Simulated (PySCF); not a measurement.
From one molecule to another.

First species: C5H6ClFO.
Atom-mapped SMILES: `[CH3:1][CH2:2]/[CH:3]=[C:4](/[F:5])[C:6](=[O:7])[Cl:8]` (hydrogens: H9, H10, H11 on C1; H12, H13 on C2; H14 on C3)

Second species: H12N2Si4.
SMILES: `N[Si@H]([SiH3])[Si@@H](N)[SiH3]`

Levels: wB97X-D/def2-SVPD for dipole moment, HOMO energy, LUMO energy, HOMO–LUMO gap, static isotropic polarisability and electronic spatial extent ⟨r²⟩ about the centre of nuclear charge; TDDFT wB97X-D/def2-SVPD for lowest singlet excitation; TDA wB97X-D/def2-SVPD for lowest triplet excitation (Tamm–Dancoff); GFN2-xTB for rotational constant A and rotational constant C. Geometries: GFN2-xTB. Each species is one conformer at its optimised geometry, gas phase, non-relativistic unless stated. Electronic properties by PySCF.

Dipoles, sizes and rotational constants follow the conformer. The torsions of the flexible species, by atom-mapped SMILES:
- `[CH3:1][CH2:2]/[CH:3]=[C:4](/[F:5])[C:6](=[O:7])[Cl:8]`: C1–C2–C3–C4 -134°, C3–C4–C6–O7 -6°
- `[NH2:1][Si@H:2]([SiH3:3])[Si@@H:4]([NH2:5])[SiH3:6]`: N1–Si2–Si4–N5 -174°, H–N1–Si2–Si3 -49°, H–N1–Si2–Si3 174°, H–N5–Si4–Si2 175°, H–N5–Si4–Si2 -47°

```json
{"property": "dipole moment", "column X": "0.13 D", "column Y": "3.27 D"}
{"property": "HOMO energy", "column X": "-9.10 eV", "column Y": "-9.97 eV"}
{"property": "LUMO energy", "column X": "0.44 eV", "column Y": "-0.70 eV"}
{"property": "HOMO–LUMO gap", "column X": "9.54 eV", "column Y": "9.27 eV"}
{"property": "lowest singlet excitation", "column X": "5.17 eV", "column Y": "4.47 eV"}
{"property": "lowest triplet excitation (Tamm–Dancoff)", "column X": "4.82 eV", "column Y": "3.29 eV"}
{"property": "static isotropic polarisability", "column X": "134.6 au", "column Y": "81.8 au"}
{"property": "electronic spatial extent ⟨r²⟩ about the centre of nuclear charge", "column X": "1965 bohr²", "column Y": "1427 bohr²"}
{"property": "rotational constant A", "column X": "2.452 GHz", "column Y": "3.403 GHz"}
{"property": "rotational constant C", "column X": "0.592 GHz", "column Y": "0.767 GHz"}
```

Question: Which column belongs to which species?

Answer: Column X is the second species and column Y the first. The first has 14 atoms and 70 electrons, the second 18 and 82.

Question: How does each property change from the first species to the second?

Answer: dipole moment -3.14 D; HOMO energy +0.87 eV; LUMO energy +1.14 eV; HOMO–LUMO gap +0.27 eV; lowest singlet excitation +0.70 eV; lowest triplet excitation (Tamm–Dancoff) +1.53 eV; static isotropic polarisability +52.8 au; electronic spatial extent ⟨r²⟩ about the centre of nuclear charge +538 bohr²; rotational constant A -0.951 GHz; rotational constant C -0.175 GHz.

On the first: In atomic units the dipole is 1.29 e·bohr (1 au = 2.5417 D). No computed singlet falls in the visible range (750 to 380 nm, 1.65 to 3.26 eV); S1 lies 1.21 eV above its blue end.

On the second: The dipole equals about 0.4 × 10⁻³⁰ C·m (1 D = 3.33564 × 10⁻³⁰ C·m). The vertical singlet–triplet gap S1 − T1 is 0.35 eV (TDDFT singlet less Tamm–Dancoff triplet; S1: HOMO→LUMO, weight 0.88; T1: HOMO→LUMO, weight 0.79).
